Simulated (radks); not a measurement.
These are the eigenvalues of the occupied orbitals of an atom or ion with whole-number occupations (hartree). Calculated with a radial shooting solver on a logarithmic mesh with Libxc functionals: scalar-relativistic Kohn-Sham, PBEsol, spin-polarised, spherical densities, point nucleus.

| orbital | eigenvalue |
|---|---|
| 1s up | -3237.915 |
| 1s down | -3237.915 |
| 2s up | -579.1397 |
| 2s down | -579.1395 |
| 2p up | -496.7336 |
| 2p down | -496.7332 |
| 3s up | -139.0124 |
| 3s down | -139.0120 |
| 3p up | -115.3909 |
| 3p down | -115.3905 |
| 3d up | -91.31267 |
| 3d down | -91.31234 |
| 4s up | -31.45508 |
| 4s down | -31.45451 |
| 4p up | -23.71518 |
| 4p down | -23.71456 |
| 4d up | -14.76453 |
| 4d down | -14.76382 |
| 5s up | -5.29400 |
| 5s down | -5.29252 |
| 4f up | -4.88004 |
| 4f down | -4.87922 |
| 5p up | -3.14871 |
| 5p down | -3.14723 |
| 5d up | -0.77561 |
| 5d down | -0.76859 |
| 6s up | -0.45720 |
| 6s down | -0.41933 |
| 6p up | -0.14570 |

Which element is it, and in what charge state? The configuration may be excited. Open shells, if any, are filled with parallel spins first.

Answer. Z = 82, lead, charge 0: Pb in [Hg] 6p2. The list shows which subshells hold electrons but not how many an open one holds; the 1s level, -3237.9 hartree, gives Z - s = 80.5 by -(Z - s)^2/2, which with screening and relativity narrows Z to a few neighbours, and the depths of the outer levels then fix element, charge and occupations together.
